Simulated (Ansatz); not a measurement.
## Nudged elastic band run: C2H9GeNO

Input file:

```yaml
crystal:
  periodic: [false, false, false]
  atoms:
    - { symbol: C, position_ang: [-1.417379, 0.523706, 0.33738] }
    - { symbol: C, position_ang: [-0.009889, 0.386617, -0.247099] }
    - { symbol: "N", position_ang: [0.83419, 1.438636, 0.283511] }
    - { symbol: O, position_ang: [-0.008464, 0.593876, -1.659626] }
    - { symbol: Ge, position_ang: [0.776424, -1.462181, 0.102781] }
    - { symbol: H, position_ang: [-1.802788, 1.538121, 0.103994] }
    - { symbol: H, position_ang: [-1.421518, 0.38321, 1.438056] }
    - { symbol: H, position_ang: [-2.105034, -0.230776, -0.096304] }
    - { symbol: H, position_ang: [1.797778, 1.339513, -0.060281] }
    - { symbol: H, position_ang: [0.861498, 1.406585, 1.308607] }
    - { symbol: H, position_ang: [-0.578816, -0.093452, -2.051741] }
    - { symbol: H, position_ang: [0.79823, -1.808141, 1.623321] }
    - { symbol: H, position_ang: [2.244892, -1.440522, -0.407548] }
    - { symbol: H, position_ang: [0.017775, -2.604492, -0.646351] }
basis:
  gaussian: { orbitals: def2-SVP }
hamiltonian:
  xc: pbe
neb:
  order_check: false
  images: 9
  f_tol: 0.5
  max_iterations: 60
  final_atoms:
    - { symbol: C, position_ang: [-1.37275111, 0.46091043, 0.42398666] }
    - { symbol: C, position_ang: [0.04032489, 0.32332138, -0.14485164] }
    - { symbol: "N", position_ang: [0.92784726, 1.22880683, 0.53049023] }
    - { symbol: O, position_ang: [0.04363044, 0.61373252, -1.56202203] }
    - { symbol: Ge, position_ang: [0.78320785, -1.53356134, 0.11705087] }
    - { symbol: H, position_ang: [-1.74593724, 1.49229583, 0.2372998] }
    - { symbol: H, position_ang: [-1.38700122, 0.27151072, 1.51500411] }
    - { symbol: H, position_ang: [-2.07988933, -0.24355154, -0.06008251] }
    - { symbol: H, position_ang: [1.85200227, 1.21243921, 0.07984744] }
    - { symbol: H, position_ang: [0.57702085, 2.19457723, 0.43134451] }
    - { symbol: H, position_ang: [-0.61152013, 0.03024087, -1.99185294] }
    - { symbol: H, position_ang: [0.63231337, -2.06070235, 1.57100437] }
    - { symbol: H, position_ang: [2.28633357, -1.51102077, -0.27215281] }
    - { symbol: H, position_ang: [0.04131753, -2.50829899, -0.84636606] }
  initial_path:
    images:
      - { positions_ang: [[-1.417379, 0.523706, 0.33738], [-0.009889, 0.386617, -0.247099], [0.83419, 1.438636, 0.283511], [-0.008464, 0.593876, -1.659626], [0.776424, -1.462181, 0.102781], [-1.802788, 1.538121, 0.103994], [-1.421518, 0.38321, 1.438056], [-2.105034, -0.230776, -0.096304], [1.797778, 1.339513, -0.060281], [0.861498, 1.406585, 1.308607], [-0.578816, -0.093452, -2.051741], [0.79823, -1.808141, 1.623321], [2.244892, -1.440522, -0.407548], [0.017775, -2.604492, -0.646351]] }
      - { positions_ang: [[-1.39491848, 0.50285948, 0.33733355], [0.00450195, 0.37510675, -0.24663006], [0.84918777, 1.41354826, 0.30425815], [0.01787633, 0.59357398, -1.65349363], [0.76994724, -1.46804321, 0.09662973], [-1.79057304, 1.53147828, 0.1100676], [-1.40152548, 0.36395917, 1.43577213], [-2.08297325, -0.23516207, -0.10848597], [1.7761755, 1.40703847, -0.09401674], [0.81500907, 1.43449428, 1.32908337], [-0.56532413, -0.0993272, -2.0477376], [0.79741543, -1.79503149, 1.62540945], [2.22111799, -1.46949624, -0.42709671], [-0.02901789, -2.58429846, -0.63239327]] }
      - { positions_ang: [[-1.37245796, 0.48201295, 0.33728711], [0.01889289, 0.3635965, -0.24616113], [0.86418553, 1.38846052, 0.3250053], [0.04421666, 0.59327195, -1.64736126], [0.76347047, -1.47390543, 0.09047845], [-1.77835809, 1.52483556, 0.11614121], [-1.38153295, 0.34470834, 1.43348826], [-2.0609125, -0.23954813, -0.12066794], [1.754573, 1.47456394, -0.12775249], [0.76852015, 1.46240356, 1.34955974], [-0.55183227, -0.10520239, -2.0437342], [0.79660085, -1.78192198, 1.6274979], [2.19734398, -1.49847048, -0.44664542], [-0.07581078, -2.56410491, -0.61843553]] }
      - { positions_ang: [[-1.34999743, 0.46116643, 0.33724066], [0.03328384, 0.35208625, -0.24569219], [0.8791833, 1.36337277, 0.34575245], [0.070557, 0.59296993, -1.6412289], [0.75699371, -1.47976764, 0.08432718], [-1.76614313, 1.51819284, 0.12221481], [-1.36154043, 0.32545751, 1.43120438], [-2.03885176, -0.2439342, -0.13284992], [1.7329705, 1.54208941, -0.16148823], [0.72203122, 1.49031285, 1.37003611], [-0.5383404, -0.11107759, -2.03973079], [0.79578628, -1.76881247, 1.62958635], [2.17356997, -1.52744472, -0.46619413], [-0.12260367, -2.54391137, -0.6044778]] }
      - { positions_ang: [[-1.32753691, 0.44031991, 0.33719421], [0.04767479, 0.340576, -0.24522325], [0.89418107, 1.33828503, 0.3664996], [0.09689733, 0.59266791, -1.63509653], [0.75051695, -1.48562986, 0.07817591], [-1.75392817, 1.51155012, 0.12828842], [-1.3415479, 0.30620668, 1.42892051], [-2.01679101, -0.24832027, -0.14503189], [1.711368, 1.60961488, -0.19522397], [0.67554229, 1.51822213, 1.39051249], [-0.52484853, -0.11695279, -2.03572739], [0.79497171, -1.75570296, 1.63167481], [2.14979596, -1.55641896, -0.48574284], [-0.16939656, -2.52371783, -0.59052007]] }
      - { positions_ang: [[-1.30507639, 0.41947338, 0.33714776], [0.06206573, 0.32906575, -0.24475432], [0.90917884, 1.31319729, 0.38724675], [0.12323766, 0.59236588, -1.62896416], [0.74404018, -1.49149207, 0.07202464], [-1.74171322, 1.50490739, 0.13436202], [-1.32155538, 0.28695585, 1.42663664], [-1.99473026, -0.25270633, -0.15721386], [1.6897655, 1.67714035, -0.22895972], [0.62905337, 1.54613141, 1.41098886], [-0.51135666, -0.12282799, -2.03172399], [0.79415713, -1.74259345, 1.63376326], [2.12602195, -1.5853932, -0.50529155], [-0.21618945, -2.50352428, -0.57656233]] }
      - { positions_ang: [[-1.31861133, 0.42776079, 0.35451554], [0.05771756, 0.32791687, -0.22477378], [0.91291252, 1.2963192, 0.41589545], [0.10731622, 0.59663921, -1.61557573], [0.75187372, -1.49990593, 0.08102988], [-1.74255802, 1.50238508, 0.15494958], [-1.33464455, 0.28386683, 1.44431013], [-2.01176208, -0.25087538, -0.13778759], [1.72221286, 1.58420012, -0.16719829], [0.61864686, 1.67582058, 1.21505999], [-0.53138936, -0.09221422, -2.02374978], [0.76178838, -1.80621523, 1.62121148], [2.15808428, -1.57051871, -0.4586638], [-0.16468806, -2.50447922, -0.63052308]] }
      - { positions_ang: [[-1.33214628, 0.4360482, 0.37188332], [0.05336939, 0.326768, -0.20479325], [0.91664621, 1.27944111, 0.44454414], [0.09139477, 0.60091254, -1.60218731], [0.75970725, -1.50831978, 0.09003513], [-1.74340283, 1.49986277, 0.17553714], [-1.34773371, 0.2807778, 1.46198363], [-2.02879389, -0.24904442, -0.11836132], [1.75466021, 1.49125989, -0.10543686], [0.60824036, 1.80550974, 1.01913112], [-0.55142205, -0.06160045, -2.01577557], [0.72941963, -1.86983701, 1.6086597], [2.1901466, -1.55564423, -0.41203605], [-0.11318666, -2.50543417, -0.68448383]] }
      - { positions_ang: [[-1.34568122, 0.44433561, 0.3892511], [0.04902123, 0.32561913, -0.18481271], [0.92037989, 1.26256301, 0.47319284], [0.07547333, 0.60518586, -1.58879888], [0.76754079, -1.51673363, 0.09904038], [-1.74424763, 1.49734045, 0.19612469], [-1.36082288, 0.27768877, 1.47965712], [-2.0458257, -0.24721346, -0.09893505], [1.78710756, 1.39831967, -0.04367543], [0.59783386, 1.9351989, 0.82320225], [-0.57145474, -0.03098667, -2.00780136], [0.69705087, -1.93345879, 1.59610793], [2.22220892, -1.54076974, -0.3654083], [-0.06168526, -2.50638911, -0.73844457]] }
      - { positions_ang: [[-1.35921616, 0.45262302, 0.40661888], [0.04467306, 0.32447025, -0.16483218], [0.92411358, 1.24568492, 0.50184153], [0.05955188, 0.60945919, -1.57541045], [0.77537432, -1.52514749, 0.10804563], [-1.74509243, 1.49481814, 0.21671225], [-1.37391205, 0.27459974, 1.49733062], [-2.06285752, -0.2453825, -0.07950878], [1.81955491, 1.30537944, 0.018086], [0.58742735, 2.06488807, 0.62727338], [-0.59148744, -0.0003729, -1.99982715], [0.66468212, -1.99708057, 1.58355615], [2.25427124, -1.52589526, -0.31878056], [-0.01018387, -2.50734405, -0.79240532]] }
      - { positions_ang: [[-1.37275111, 0.46091043, 0.42398666], [0.04032489, 0.32332138, -0.14485164], [0.92784726, 1.22880683, 0.53049023], [0.04363044, 0.61373252, -1.56202203], [0.78320785, -1.53356134, 0.11705087], [-1.74593724, 1.49229583, 0.2372998], [-1.38700122, 0.27151072, 1.51500411], [-2.07988933, -0.24355154, -0.06008251], [1.85200227, 1.21243921, 0.07984744], [0.57702085, 2.19457723, 0.43134451], [-0.61152013, 0.03024087, -1.99185294], [0.63231337, -2.06070235, 1.57100437], [2.28633357, -1.51102077, -0.27215281], [0.04131753, -2.50829899, -0.84636606]] }
```

Run as:

```bash
$ ansatz run input.yaml --threads 2 --pin off --max-ram 3072MiB --backend cpu --events-out ev --progress --plain --runs-dir out
```

Output, in part (warnings, iteration lines, the closing report on the highest movable image, with atoms numbered from 0):

```
NEB end point (image 0): max|allowed force component| = 9.054e-3 eV/Å (the criterion of neb.relax_end_points is 1.000e-1)
NEB end point (image 10): max|allowed force component| = 3.264e-3 eV/Å (the criterion of neb.relax_end_points is 1.000e-1)
NEB iter   1: max|band force component| = 1.418e1 eV/Å  barrier→ = 1.3606 eV  barrier← = 1.5216 eV  Δτ_max = 0.2000 Å  (330 SCF iters)
NEB iter   2: max|band force component| = 1.789e0 eV/Å  barrier→ = 0.2338 eV  barrier← = 0.3948 eV  Δτ_max = 0.2000 Å  (267 SCF iters)
NEB iter   3: max|band force component| = 1.182e0 eV/Å  barrier→ = 0.1390 eV  barrier← = 0.3000 eV  Δτ_max = 0.1237 Å  (265 SCF iters)
NEB iter   4: max|band force component| = 6.394e-1 eV/Å  barrier→ = 0.1017 eV  barrier← = 0.2628 eV  Δτ_max = 0.0977 Å  (264 SCF iters)
NEB iter   5: max|band force component| = 3.224e-1 eV/Å  barrier→ = 0.0839 eV  barrier← = 0.2449 eV  CI = image 4  Δτ_max = 0.0000 Å  (553 SCF iters)
Total energy: -62248.30094649 eV, -2287.5828663695 hartree
Atom 0 at    -1.373071     0.502064     0.387147 Å, force     0.024632     0.124031    -0.047566 eV/Å
Atom 1 at     0.019780     0.374233    -0.242061 Å, force    -0.155020    -0.275986     0.089301 eV/Å
Atom 2 at     0.889684     1.350623     0.300359 Å, force     0.033634     0.170165    -0.089431 eV/Å
Atom 3 at    -0.042398     0.584131    -1.665391 Å, force    -0.001932    -0.026026    -0.072690 eV/Å
Atom 4 at     0.765041    -1.501112     0.072049 Å, force     0.017757     0.022475    -0.049480 eV/Å
Atom 5 at    -1.754172     1.531635     0.200052 Å, force    -0.001148    -0.058952     0.027870 eV/Å
Atom 6 at    -1.351522     0.311178     1.479506 Å, force    -0.004635     0.013024     0.007047 eV/Å
Atom 7 at    -2.085407    -0.215155    -0.067948 Å, force     0.028155     0.017545     0.001468 eV/Å
Atom 8 at     1.883971     1.307477     0.085912 Å, force    -0.010710    -0.025321     0.067276 eV/Å
Atom 9 at     0.613009     1.893818     1.113781 Å, force     0.007742    -0.071099    -0.015993 eV/Å
Atom 10 at    -0.562007    -0.148164    -2.056593 Å, force     0.049930     0.067918     0.114902 eV/Å
Atom 11 at     0.747195    -1.925730     1.572229 Å, force    -0.009699     0.051458    -0.010617 eV/Å
Atom 12 at     2.241572    -1.498566    -0.414134 Å, force     0.017314    -0.006137    -0.001548 eV/Å
Atom 13 at    -0.004776    -2.595731    -0.736208 Å, force     0.003980    -0.003095    -0.020540 eV/Å
Dipole moment:    -0.134256     0.083800     0.234244 e Å
```

It converged. The threshold of 0.5 eV/Å is loose, so the images may lie well off the minimum-energy path. The order of the stationary point at the top wasn't checked.

Final band (atoms are numbered from 1 in the order of the input):

```json
{"image": "0", "path coordinate (Å)": "0.00", "energy (kcal/mol)": "0.0", "height of N3 over the plane of its neighbours (Å)": "-0.37"}
{"image": "1", "path coordinate (Å)": "0.19", "energy (kcal/mol)": "0.1", "height of N3 over the plane of its neighbours (Å)": "-0.36"}
{"image": "2", "path coordinate (Å)": "0.38", "energy (kcal/mol)": "0.4", "height of N3 over the plane of its neighbours (Å)": "-0.34"}
{"image": "3", "path coordinate (Å)": "0.57", "energy (kcal/mol)": "1.0", "height of N3 over the plane of its neighbours (Å)": "-0.27"}
{"image": "4", "path coordinate (Å)": "0.75", "energy (kcal/mol)": "1.9", "height of N3 over the plane of its neighbours (Å)": "-0.11"}
{"image": "5", "path coordinate (Å)": "0.94", "energy (kcal/mol)": "1.5", "height of N3 over the plane of its neighbours (Å)": "0.08"}
{"image": "6", "path coordinate (Å)": "1.13", "energy (kcal/mol)": "-0.6", "height of N3 over the plane of its neighbours (Å)": "0.24"}
{"image": "7", "path coordinate (Å)": "1.31", "energy (kcal/mol)": "-2.4", "height of N3 over the plane of its neighbours (Å)": "0.34"}
{"image": "8", "path coordinate (Å)": "1.50", "energy (kcal/mol)": "-3.2", "height of N3 over the plane of its neighbours (Å)": "0.38"}
{"image": "9", "path coordinate (Å)": "1.68", "energy (kcal/mol)": "-3.6", "height of N3 over the plane of its neighbours (Å)": "0.39"}
{"image": "10", "path coordinate (Å)": "1.86", "energy (kcal/mol)": "-3.7", "height of N3 over the plane of its neighbours (Å)": "0.40"}
```

Run time: 2.9 min on 2 threads of Arm Neoverse V1 (shared host), peak memory 0.19 GiB.
